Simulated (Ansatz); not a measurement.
This geometry of a periodic cell of 17 atoms, Ba$_{16}$H (host Ba, host structure bcc, interstitial H) is a first-order saddle point.

Computed with DFT PBE-D3(BJ), scalar-relativistic, plane waves, PAW in Ansatz. Settings: cutoff 420 eV, k mesh 2x2x2, fermi-dirac smearing 0.05 eV, no spin polarisation.

```xyz
17
Lattice="10.0400 0.0000 0.0000 0.0000 10.0400 0.0000 0.0000 0.0000 10.0400" Properties=species:S:1:pos:R:3
Ba -0.016 0.000 -0.018
Ba 4.997 0.000 -0.101
Ba 0.158 5.020 0.157
Ba -0.099 0.000 4.995
Ba 2.526 2.499 2.524
Ba 4.819 5.020 0.068
Ba 5.086 0.000 5.085
Ba 7.453 2.507 2.460
Ba 0.069 5.020 4.817
Ba 2.526 7.540 2.524
Ba 2.462 2.507 7.451
Ba 5.041 5.020 5.039
Ba 7.453 7.533 2.460
Ba 7.560 2.582 7.559
Ba 2.462 7.532 7.451
Ba 7.560 7.457 7.559
H 2.056 5.020 2.054
```

(1) Which two structures does it join? (They come from a converged band through this point; their orientation in space is the band's.)

(2) How far does it lie above each of them?

## Answers

(1) The atom that moves furthest is H17, by 1.76 Å; four of its nearest neighbours are Ba10 2.63, Ba3 2.63, Ba5 2.63, Ba9 2.63 Å at the first end and Ba3 2.63, Ba5 2.63, Ba10 2.63, Ba6 2.63 Å at the last.

First end point:

```xyz
17
Lattice="10.0400 0.0000 0.0000 0.0000 10.0400 0.0000 0.0000 0.0000 10.0400" Properties=species:S:1:pos:R:3
Ba 0.041 0.001 0.065
Ba 4.951 0.001 -0.066
Ba -0.005 5.021 0.192
Ba 0.041 0.001 4.944
Ba 2.517 2.708 2.505
Ba 5.135 5.021 -0.078
Ba 4.951 0.001 5.076
Ba 7.416 2.439 2.505
Ba -0.005 5.021 4.817
Ba 2.518 7.335 2.505
Ba 2.470 2.582 7.525
Ba 5.135 5.021 5.088
Ba 7.416 7.604 2.505
Ba 7.601 2.451 7.525
Ba 2.470 7.461 7.525
Ba 7.601 7.592 7.525
H 1.258 5.022 2.504
```

Last end point:

```xyz
17
Lattice="10.0400 0.0000 0.0000 0.0000 10.0400 0.0000 0.0000 0.0000 10.0400" Properties=species:S:1:pos:R:3
Ba 0.070 -0.002 0.042
Ba 4.946 -0.002 0.042
Ba 0.197 5.018 -0.007
Ba -0.067 -0.002 4.949
Ba 2.508 2.705 2.519
Ba 4.818 5.018 -0.007
Ba 5.082 -0.002 4.949
Ba 7.528 2.580 2.468
Ba -0.078 5.018 5.139
Ba 2.508 7.330 2.519
Ba 2.508 2.432 7.412
Ba 5.094 5.018 5.139
Ba 7.528 7.456 2.468
Ba 7.528 2.445 7.603
Ba 2.508 7.605 7.412
Ba 7.528 7.591 7.602
H 2.507 5.018 1.258
```

(2) 0.126 eV above the first and 0.126 eV above the second. This is the barrier of this one path; another mechanism may lie lower. Limits of this set-up: coarse k mesh, odd electron count without spin, a small cell, in which the defect meets its images, a typed lattice constant that wasn't relaxed here.

Time of the run: 8 min on 4 threads of Intel(R) Xeon(R) Platinum 8488C (Sapphire Rapids) (shared host), peak memory 5 GiB.
